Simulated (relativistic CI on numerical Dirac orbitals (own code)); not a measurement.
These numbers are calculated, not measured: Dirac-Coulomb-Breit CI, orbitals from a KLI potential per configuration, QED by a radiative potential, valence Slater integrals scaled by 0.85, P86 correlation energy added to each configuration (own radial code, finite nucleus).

Configuration list (outside the closed core [Ne]): 3s2.3p6.3d9, 3s2.3p6.3d8.4s, 3s2.3p6.3d8.4p, 3s2.3p5.3d10, 3s2.3p6.3d8.4d, 3s2.3p6.3d8.5s, 3s2.3p6.3d8.5p, 3s2.3p6.3d7.4s2, 3s2.3p6.3d8.4f, 3s2.3p6.3d8.5d, 3s2.3p6.3d8.6s, 3s2.3p6.3d8.6p, 3s2.3p6.3d7.4s.4p, 3s2.3p6.3d8.5f, 3s2.3p6.3d8.5g, 3s2.3p6.3d8.6d, 3s2.3p6.3d7.4p2, 3s.3p6.3d10, 3s2.3p6.3d7.4s.4d. Levels of other configurations are missing.

At this charge configurations can still be misplaced by up to about 7 % of their energy. 55 of the 59 excited levels that our extract of the measured tables holds in this range could be paired (the sources list more); they are missed by 1494 cm⁻¹ on average and 4054 at most, and levels without a partner can miss by more.

Outline of the computed level scheme of Ga V. Lowest level of each configuration: 3s2.3p6.3d9 2D_5/2 at 0.0000 eV; 3s2.3p6.3d8.4s 4F_9/2 at 25.9538 eV; 3s2.3p6.3d8.4p 4D°_7/2 at 36.7099 eV.

Some strong electric-dipole decays among the lowest 45 levels: 3s2.3p6.3d8.4p 2D°_5/2 → 3s2.3p6.3d9 2D_5/2 (5.3e+09 s⁻¹); 3s2.3p6.3d8.4p 2D°_5/2 → 3s2.3p6.3d9 2D_5/2 (5.1e+09 s⁻¹); 3s2.3p6.3d8.4p 2D°_3/2 → 3s2.3p6.3d9 2D_3/2 (5.1e+09 s⁻¹); 3s2.3p6.3d8.4p 2D°_3/2 → 3s2.3p6.3d9 2D_3/2 (4.4e+09 s⁻¹); 3s2.3p6.3d8.4p 2F°_5/2 → 3s2.3p6.3d9 2D_5/2 (3.0e+09 s⁻¹); 3s2.3p6.3d8.4p 4G°_11/2 → 3s2.3p6.3d8.4s 4F_9/2 (1.7e+09 s⁻¹); 3s2.3p6.3d8.4p 4D°_1/2 → 3s2.3p6.3d8.4s 4F_3/2 (1.5e+09 s⁻¹); 3s2.3p6.3d8.4p 2F°_7/2 → 3s2.3p6.3d9 2D_5/2 (1.5e+09 s⁻¹).

LS names give the leading component of a level, which can be under half, so a name can repeat, a term be missing and a line seem to break the LS rules.
